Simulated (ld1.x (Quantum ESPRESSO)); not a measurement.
## Reading a pseudo-wave (He (Z = 2))

Columns: radius, all-electron u(r) and pseudo u(r) of the 1s shell (level -26.72 eV) of helium in the configuration 1s1.5; PBE, non-relativistic, TM scheme, ld1.x (Quantum ESPRESSO) 7.5.

| r (bohr) | all-electron | pseudo |
| --- | --- | --- |
| 0.023 | 0.1137 | 0.0971 |
| 0.045 | 0.2128 | 0.1886 |
| 0.068 | 0.3070 | 0.2815 |
| 0.090 | 0.3887 | 0.3663 |
| 0.113 | 0.4660 | 0.4495 |
| 0.135 | 0.5328 | 0.5230 |
| 0.158 | 0.5955 | 0.5927 |
| 0.180 | 0.6494 | 0.6519 |
| 0.202 | 0.6976 | 0.7040 |
| 0.225 | 0.7425 | 0.7509 |
| 0.248 | 0.7822 | 0.7908 |
| 0.270 | 0.8156 | 0.8232 |
| 0.293 | 0.8461 | 0.8519 |
| 0.315 | 0.8715 | 0.8754 |
| 0.338 | 0.8942 | 0.8964 |
| 0.360 | 0.9128 | 0.9138 |
| 0.383 | 0.9290 | 0.9293 |
| 0.405 | 0.9417 | 0.9418 |
| 0.428 | 0.9524 | 0.9524 |
| 0.450 | 0.9602 | 0.9602 |
| 0.473 | 0.9662 | 0.9662 |
| 0.495 | 0.9699 | 0.9699 |
| 0.518 | 0.9719 | 0.9719 |
| 0.540 | 0.9722 | 0.9722 |
| 0.563 | 0.9709 | 0.9709 |
| 0.585 | 0.9683 | 0.9683 |

(1) How many radial nodes do the two functions have?

(2) At about which radius was the pseudo-wave matched?

(3) Is the pseudo-wave norm-conserving?

## Answers

(1) The all-electron 1s function has n − l − 1 = 0; the pseudo-wave has 0.

(2) 0.45 bohr. The columns agree to 0.0005 from 0.38 bohr on; several derivatives are matched, so the curves merge somewhat inside the radius.

(3) Yes: the TM scheme keeps the norm inside the radius equal to the all-electron one, which fixes the energy derivative of the logarithmic derivative at the level.
